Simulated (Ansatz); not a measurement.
Dissociation curve of HBr, singlet.

Computed with Ansatz (a first-principles code) with full CI/def2-SVP, cores with 3d frozen.

Problem. Relative to R = 1.42 Å, what are the energies at R = 1.23, 1.67, 3.16, 3.48 Å?

Solution. 65.0 kJ/mol at 1.23 Å, 53.3 kJ/mol at 1.67 Å, 354.8 kJ/mol at 3.16 Å, 361.2 kJ/mol at 3.48 Å.
